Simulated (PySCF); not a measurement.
## Ionisation energy of Ga¹²⁺ by level of theory

Ga¹²⁺ [Ar] 3d1 (2D) → Ga¹³⁺ [Ar] (1S), as a difference of total energies. Calculation: PySCF 2.14, in an uncontracted even-tempered set (19 s from 0.69 bohr⁻², ratio 2.5; 12 p from 0.9 bohr⁻², ratio 2.5; 9 d from 0.9 bohr⁻², ratio 2.5; 4 f from 3.2 bohr⁻², ratio 2.7; 4 g from 4.8 bohr⁻², ratio 2.7); scalar relativity by spin-free X2C-1e. Correlated levels: outer shells: [Ne] frozen; virtual orbitals above 40 to 60 times the deepest correlated orbital energy dropped. The calculations carry no spin-orbit coupling.

```
                method  ionisation energy (eV)
                   UHF                  355.98
    MP2 (outer shells)                  356.35
SCS-MP2 (outer shells)                  356.32
   CCSD (outer shells)                  356.29
CCSD(T) (outer shells)                  356.27
```

**Question.** How much does correlation contribute at CCSD(T) (outer shells)?

**Answer.** 356.27 − (355.98) = 0.29 eV, measured against UHF.

The reference lies between the lowest fine-structure levels, while these numbers refer to the centres of the terms.

For comparison: 356 ± 3 eV (theoretical estimate listed by NIST; NIST Atomic Spectra Database, ionization energies).
